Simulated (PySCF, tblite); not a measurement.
Bond stretch in Be2, singlet.

GFN2-xTB, 300 K electronic temperature (tblite); UCCSD(T) = CCSD(T) on UHF/cc-pVTZ (PySCF).

Energies relative to the lowest point of each curve near equilibrium, in kcal/mol; the last columns give the difference from UCCSD(T):

```tsv
R / Å	GFN2-xTB	UCCSD(T)	GFN2-xTB − UCCSD(T)
1.89	1.4	11.9	-10.5
2.02	0.0	5.1	-5.1
2.13	0.3	2.0	-1.7
2.28	1.8	0.2	1.6
2.39	3.3	0.0	3.3
2.43	3.9	0.0	3.8
2.52	4.9	0.2	4.7
2.62	5.8	0.5	5.3
2.66	6.2	0.6	5.6
2.76	7.1	0.8	6.3
2.89	8.0	1.1	6.9
3.09	8.7	1.3	7.4
3.41	9.0	1.5	7.5
3.74	8.9	1.6	7.4
4.13	8.8	1.6	7.2
4.53	8.9	1.7	7.1
5.06	9.0	1.8	7.2
5.51	9.2	1.9	7.3
6.19	9.3	2.0	7.3
6.80	9.3	2.1	7.3
7.46	9.3	2.1	7.3
```

GFN2-xTB is furthest from UCCSD(T) at 1.89 (-10.5 kcal/mol, below); its mean absolute difference over the points is 6.1 kcal/mol.

The unrestricted determinant behind UCCSD(T) is spin-contaminated at 1.89 to 7.46 Å (<S²> up to 0.9, against 0.00 for a pure singlet).
